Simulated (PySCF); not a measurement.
Input of a run (PBE0-D3(BJ)/def2-SVP geometry optimisation, gas phase (PySCF 2.14.0)), started from a GFN2-xTB structure with every atom displaced at random (by about 0.03 Å):
```
{"job": {"xc": "PBE0", "basis": "def2-SVP", "d3": "d3bj", "grid": 1, "maxiter": 40, "shake": 0.03, "kind": "geom"}, "charge": 0, "multiplicity": 1}
Si    -0.977120    -1.644630     0.209170
F     -1.952690    -2.935250     0.360140
C      0.139830    -1.459790     1.598430
Si     1.339600     0.123870     1.412190
F      2.302280     0.198310     2.619760
C      2.164700     0.069940    -0.229080
Si     0.960350    -0.068720    -1.643400
F      1.782120    -0.099930    -3.079680
C     -0.109710    -1.619890    -1.391250
C     -0.210930     1.445990    -1.593660
Si    -1.159450     1.504730     0.051130
F     -2.093190     2.824280     0.067720
C     -2.261310    -0.024080     0.190750
C      0.056970     1.642550     1.471860
H      0.827190    -2.364060     1.642840
H     -0.324050    -1.397110     2.600540
H      2.803870     0.974000    -0.342140
H      2.826070    -0.777690    -0.222790
H     -0.808880    -1.758480    -2.270530
H      0.459430    -2.495310    -1.470050
H      0.328340     2.364190    -1.793410
H     -0.882720     1.349840    -2.480310
H     -2.720930     0.014340     1.082870
H     -2.925240    -0.111780    -0.598930
H      0.741540     2.510290     1.376150
H     -0.447520     1.740330     2.401640
```

Output (energies in Eh, forces in Eh/bohr):
```
step   0  E = -1791.62174483  max force = 0.113425
step   1  E = -1791.66873584  max force = 0.033363
step   2  E = -1791.67254679  max force = 0.005571
step   3  E = -1791.67306925  max force = 0.001997
step   4  E = -1791.67315483  max force = 0.000968
step   5  E = -1791.67319118  max force = 0.000947
step   6  E = -1791.67321015  max force = 0.000678
step   7  E = -1791.67323346  max force = 0.000536
step   8  E = -1791.67326428  max force = 0.000817
step   9  E = -1791.67331724  max force = 0.001587
step  10  E = -1791.67336390  max force = 0.001510
step  11  E = -1791.67340553  max force = 0.000573
step  12  E = -1791.67342192  max force = 0.000278
step  13  E = -1791.67343031  max force = 0.000502
step  14  E = -1791.67344217  max force = 0.000446
optimisation converged
```

**Question.** Summarise the run.

**Answer.** The energy falls by 32.4 kcal/mol over 15 energy and gradient evaluations, the largest force component goes from 0.1134 to 4.5e-04 Eh/bohr, and the atoms move by 0.066 Å rms after alignment. The bond that changes most is Si1–C13 (ends: silicon bonded to 3 C and F; carbon bonded to 2 Si and 2 H), which shortens by 0.197 Å. Bonds longer at the end by more than 0.005 Å: 13 of 28; shorter: 14. Among the angles that change most is Si4–C14–H25, from 101.3° to 109.8°. The energy never rose by more than 1e-6 Eh on the way. The first step brought 91 % of the lowering.

**Question.** What are the final bond lengths?

**Answer.** Si1–F2 1.632 Å, Si1–C3 1.870 Å, Si1–C9 1.870 Å, Si1–C13 1.871 Å, C3–Si4 1.870 Å, C3–H15 1.104 Å, C3–H16 1.104 Å, Si4–F5 1.633 Å, Si4–C6 1.870 Å, Si4–C14 1.870 Å, C6–Si7 1.871 Å, C6–H17 1.104 Å, C6–H18 1.104 Å, Si7–F8 1.632 Å, Si7–C9 1.870 Å, Si7–C10 1.870 Å, C9–H19 1.104 Å, C9–H20 1.104 Å, C10–Si11 1.870 Å, C10–H21 1.104 Å, C10–H22 1.104 Å, Si11–F12 1.632 Å, Si11–C13 1.871 Å, Si11–C14 1.870 Å, C13–H23 1.103 Å, C13–H24 1.104 Å, C14–H25 1.104 Å, C14–H26 1.104 Å. Numbering counts from 1 in the input's order; the species is C6H12F4Si4 ((FSi)4CH26 adamantane).

The run used 272 basis functions and 91 SCF cycles in all. The run took 7.6 min wall, 18 min CPU on 2 threads, AMD EPYC 7R43 (x86_64), shared host with 256 logical CPUs at a one-minute load of 78, and the process peaked at 2.3 GiB of memory.

Stationary, but not proved a minimum. The numbers are those of one conformer.
